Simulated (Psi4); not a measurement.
C$_{3}$H$_{7}$AlClF (SMILES C[CH](C)[Al]([F])[Cl]), singlet, geometry from GFN2-xTB (such geometries of metal compounds can be far from the true shape), atoms displaced at random by about 0.08 Å a coordinate; HF/STO-3G, gradient (Psi4).

Input for Psi4:
```
memory 2 GB

molecule {
0 1
  Al    0.08518155    0.36741752    0.45602025
  Cl   -0.43273520   -1.26170853    1.98365912
  F     0.55205320    1.83039648    1.07232067
  C     0.46268645   -0.00888335   -1.43366637
  C     0.10717886    1.13287730   -2.23233963
  C    -0.52789085   -1.11214192   -1.94200834
  H     1.39394754   -0.40113231   -1.69818289
  H     0.48490338    1.07463716   -3.40745035
  H    -0.87518766    1.61223085   -2.08369758
  H     0.73565947    2.05661558   -1.83796870
  H    -0.26568619   -2.12547625   -1.24267314
  H    -0.30158598   -1.35780737   -3.12431932
  H    -1.75672403   -1.12540693   -1.86804410
symmetry c1
no_reorient
no_com
}

set basis sto-3g

gradient('scf')
print_variables()
```

Task: What does Psi4 print? Leave out banner, timings and long lists.

Result: 
```
gradient() will perform analytic gradient computation.

   => Loading Basis Set <=

    Name: STO-3G
    Role: ORBITAL
    Keyword: BASIS

         ---------------------------------------------------------
                                   SCF
               by Justin Turney, Rob Parrish, Andy Simmonett
                          and Daniel G. A. Smith
                              RHF Reference
         ---------------------------------------------------------

  ==> Geometry <==

    Molecular point group: c1
    Full point group: C1

    Geometry (in Angstrom), charge = 0, multiplicity = 1:

       Center              X                  Y                   Z               Mass
    ------------   -----------------  -----------------  -----------------  -----------------
         AL           0.085181550000     0.367417520000     0.456020250000    26.981538530000
         CL          -0.432735200000    -1.261708530000     1.983659120000    34.968852682000
         F            0.552053200000     1.830396480000     1.072320670000    18.998403162730
         C            0.462686450000    -0.008883350000    -1.433666370000    12.000000000000
         C            0.107178860000     1.132877300000    -2.232339630000    12.000000000000
         C           -0.527890850000    -1.112141920000    -1.942008340000    12.000000000000
         H            1.393947540000    -0.401132310000    -1.698182890000     1.007825032230
         H            0.484903380000     1.074637160000    -3.407450350000     1.007825032230
         H           -0.875187660000     1.612230850000    -2.083697580000     1.007825032230
         H            0.735659470000     2.056615580000    -1.837968700000     1.007825032230
         H           -0.265686190000    -2.125476250000    -1.242673140000     1.007825032230
         H           -0.301585980000    -1.357807370000    -3.124319320000     1.007825032230
         H           -1.756724030000    -1.125406930000    -1.868044100000     1.007825032230

  Running in c1 symmetry.

  Rotational constants: A =      0.09516  B =      0.04699  C =      0.03259 [cm^-1]
  Rotational constants: A =   2852.90767  B =   1408.80335  C =    977.10281 [MHz]
  Nuclear repulsion =  337.555145003880853

  Charge       = 0
  Multiplicity = 1
  Electrons    = 64
  Nalpha       = 32
  Nbeta        = 32

  ==> Algorithm <==

  SCF Algorithm Type is DF.
  DIIS enabled.
  MOM disabled.
  Fractional occupation disabled.
  Guess Type is SAD.
[...]
  @DF-RHF Final Energy:  -907.96689958994386
    Total Energy =                       -907.9668995899438642
[...]
         H            0.735659470000     2.056615580000    -1.837968700000     1.007825032230
         H           -0.265686190000    -2.125476250000    -1.242673140000     1.007825032230
         H           -0.301585980000    -1.357807370000    -3.124319320000     1.007825032230
         H           -1.756724030000    -1.125406930000    -1.868044100000     1.007825032230

  Nuclear repulsion =  337.555145003880853

  ==> Basis Set <==

  Basis Set: STO-3G
    Blend: STO-3G
    Number of shells: 29
    Number of basis functions: 45
    Number of Cartesian functions: 45
    Spherical Harmonics?: true
    Max angular momentum: 1

  ==> DFJKGrad: Density-Fitted SCF Gradients <==

    Gradient:                    1
    J tasked:                  Yes
    K tasked:                  Yes
    wK tasked:                  No
    Integrals threads:           1
    Schwarz Cutoff:          1E-12
    Fitting Condition:       1E-10

   => Auxiliary Basis Set <=

  Basis Set: (STO-3G AUX)
    Blend: DEF2-UNIVERSAL-JKFIT
    Number of shells: 218
    Number of basis functions: 684
    Number of Cartesian functions: 810
    Spherical Harmonics?: true
    Max angular momentum: 4

  -Total Gradient:
     Atom            X                  Y                   Z
    ------   -----------------  -----------------  -----------------
       1       -0.028051123538     0.017474959033    -0.034513132457
       2       -0.012360758684    -0.050473538561     0.046905509072
       3        0.019115815246     0.037186587433     0.011561745321
       4        0.104255217771     0.061718618954    -0.055201826768
       5       -0.085863339451    -0.185596697696     0.087605008820
       6        0.031846215660     0.146947115779     0.010092605393
       7       -0.041535566568     0.005872006314    -0.001956594791
       8        0.045734321154     0.001405509040    -0.085983713694
       9        0.003168001063     0.032196914929     0.016262602243
      10        0.022263430374     0.048296911515     0.027021663899
      11        0.018610800655    -0.071123908714     0.067969522363
      12        0.014238797230    -0.013628919098    -0.088395681314
      13       -0.091421810916    -0.030275558927    -0.001367708102

  Variable Map:
  ----------------------------------------------------------------------------
[...]
  Array Variable Map:
  ----------------------------------------------------------------------------
[...]
[...]
```
